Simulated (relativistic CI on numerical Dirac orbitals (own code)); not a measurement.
# Au3+: 5d valence photoemission

Computed with this model: Dirac-Coulomb-Breit CI, orbitals from a KLI potential per configuration, model QED (radiative potential, 1s self-energy scaled to tabulated hydrogen-like ionisation energies), valence Slater integrals scaled by 0.8, multiplet model of photoemission in the sudden approximation; configurations [Xe] 4f14 5d8 → [Xe] 4f14 5d7; 80 K; Lorentzian 0.42 eV and Gaussian 0.5 eV FWHM. Energies are those of the free ion, without screening or charge transfer. The energies are binding energies and can lie tens of eV above those of solids. S is read from ⟨S²⟩ = S(S + 1).

Field parameters in Wybourne normalisation: Oh B⁴₀ = 21Dq, B⁴₄ = √(5/14) B⁴₀. The field is a parameter set, without covalency.

free ion: ground-state S = 0.97, centroid 46.30 eV. Peaks (eV, height): 44.6 (100), 46.0 (79), 47.1 (82), 47.8 (70).

Oh, 10Dq = 7000 cm⁻¹: ground-state S = 0.98, centroid 46.40 eV. Peaks (eV, height): 45.0 (100), 46.5 (65), 47.4 (71).

Oh, 10Dq = 19350 cm⁻¹: ground-state S = 0.99, centroid 46.62 eV. Peaks (eV, height): 45.2 (100), 47.0 (83), 48.0 (75), 50.2 (6).

Oh, 10Dq = 31700 cm⁻¹: ground-state S = 0.99, centroid 46.85 eV. Peaks (eV, height): 44.5 (94), 46.3 (89), 47.5 (100), 48.7 (85).

Oh, 10Dq = 44050 cm⁻¹: ground-state S = 1.00, centroid 47.08 eV. Peaks (eV, height): 43.7 (91), 47.0 (88), 48.0 (100), 49.3 (81).

Strongest unbroadened transitions for Oh, 10Dq = 31700 cm⁻¹:

```tsv
Energy (eV)	Relative strength
44.49	100.0
46.09	33.7
46.42	66.5
47.38	33.1
47.49	66.9
47.86	3.4
48.66	58.6
48.84	29.2
49.15	5.7
49.54	3.7
50.37	0.8
50.65	0.6
50.89	0.7
51.90	0.7
51.95	0.4
52.14	1.0
52.61	0.5
55.73	0.6
```
